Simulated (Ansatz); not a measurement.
Consider the cleavage of the Si–Si bond: `O[SiH2][SiH2]O[SiH3]` + `N[SiH3]` → `[SiH3]N[SiH2]O[SiH3]` + silanol.

Isolated molecules relaxed with PBE0-D4/def2-TZVP in Ansatz; ΔE leaves out vibrations. CCSD(T)/CBS adds triple-zeta CCSD(T) − MP2 to the extrapolated MP2 energy (def2 sets, frozen cores). This one scheme is used for every species. DFT in def2-TZVPP. B3LYP here is the variant with VWN-RPA as its local correlation; programs differ in this. One conformer a species, not always the lowest.

| level | ΔE (kJ/mol) | difference from CCSD(T)/CBS |
| --- | --- | --- |
| PBE-D4 | -71.8 | 23.8 |
| PBE0-D4 | -80.1 | 15.5 |
| B3LYP-D4 | -90.1 | 5.5 |
| B2PLYP | -95.3 | 0.3 |
| PBE | -70.4 | 25.2 |
| HF/def2-TZVPP | -109.0 | -13.4 |
| SCS-MP2/def2-TZVPP | -105.3 | -9.7 |
| CCSD/def2-TZVPP | -98.4 | -2.8 |
| HF/def2-QZVPP | -110.3 | -14.7 |
| MP2/def2-QZVPP | -104.5 | -8.9 |
| CCSD(T)/CBS | -95.6 | 0 |

Largest T1 diagnostic among the species: 0.012.

In def2-TZVPP, CCSD(T) changes the Hartree–Fock value by +12.1 kJ/mol (the triples alone add +1.5 kJ/mol) and MP2 by +4.2 kJ/mol. From PBE to PBE0 (25 % exact exchange), in def2-TZVPP and without D4, ΔE moves by −8.4 kJ/mol.
